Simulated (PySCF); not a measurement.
## NMR data sheet: C₃H₁₂N₂OSi

| Item | Value |
| --- | --- |
| Formula | C3H12N2OSi |
| SMILES | CCOC[SiH](N)N |
| Point group of the computed structure | C1 |
| Degrees of unsaturation | 0 |
| Carbon signals | 3 |
| Proton signals | 5 |

Atom-mapped SMILES (the numbers label the heavy atoms): `[CH3:1][CH2:2][O:3][CH2:4][SiH:5]([NH2:6])[NH2:7]`; H(Xn) means a hydrogen on atom n.

PySCF 2.14 calculation with geometry from GFN2-xTB and shielding tensors at PBE0/pcSseg-1 (GIAO); a single conformation, one averaged value for each set of equivalent atoms, in vacuum, non-relativistic Hamiltonian.

Chemical shifts δ = σref − σ; $^{1}$H (σ = 31.72 ppm), $^{13}$C (σ = 186.93 ppm), $^{29}$Si (σ = 349.16 ppm) against TMS; $^{15}$N (σ = 267.73 ppm) against NH3; H2O for $^{17}$O (σ = 336.08 ppm), all at this level.

| carbon | δC, type | δH (multiplicity) | HMBC from (2–3 bonds) | span of the C tensor (ppm) |
| --- | --- | --- | --- | --- |
| C1 | 14.7, CH3 | 1.16 (t) | H(C2) | 35 |
| C2 | 72.9, CH2 | 3.75 (q) | H(C4), H(C1) | 86 |
| C4 | 65.5, CH2 | 2.93 (d) | H(Si5), H(C2) | 82 |

Other nuclei:
| atoms | nucleus | environment | δ (ppm) | σ (ppm) |
| --- | --- | --- | --- | --- |
| H(Si5) | $^{1}$H | hydrogen on a silicon bonded to C, 2 N | 5.15 | 26.57 |
| H(N6)/H(N7) | $^{1}$H | hydrogen on a nitrogen bonded to Si | 0.34 | 31.38 |
| Si5 | $^{29}$Si | silicon bonded to C, 2 N, H | -24.8 | 374.0 |
| N6/N7 | $^{15}$N | nitrogen bonded to Si, 2 H | 16.5 | 251.2 |
| O3 | $^{17}$O | ether oxygen | 22.8 | 313.2 |

- Carbon types of the structure: 2 × CH2, 1 × CH3, leaving 5 H on heteroatoms.
- δC 72.9: sp3 CH2 bonded to O; deshielded by the electronegative neighbour.
- δC 65.5: sp3 CH2 bonded to O and Si; deshielded by the electronegative neighbour.
- δC 14.7: methyl carbon; a saturated carbon with 1 carbon neighbour and no heteroatom attached.
- δH 3.75: hydrogen on an sp3 CH2 bonded to O; its carbon carries O, which withdraws density.
- δH 2.93: hydrogen on an sp3 CH2 bonded to O and Si; its carbon carries O, hence the downfield position.

OH and NH positions are those of a molecule without intermolecular hydrogen bonds; in solution they move with solvent, concentration and temperature, and exchange usually removes their couplings. Shifts are as computed. Against solution values, carbons near 30 ppm lie about +3 ppm off and those near 130 ppm about +5 ppm. Of 1309 compounds with measured shifts, 239 miss one by over three times the rms of a fit or turn the order of signals round; such compounds aren't used in these exercises. Experimental scales use liquid or dissolved standards, which lie at an offset from isolated NH3 (liquid NH3: subtract about 20 ppm) and H2O (liquid H2O: subtract about 36 ppm). Multiplicities follow the n + 1 count of equivalent neighbours, as no J values were calculated; m marks all less simple cases, F and P coupling included.
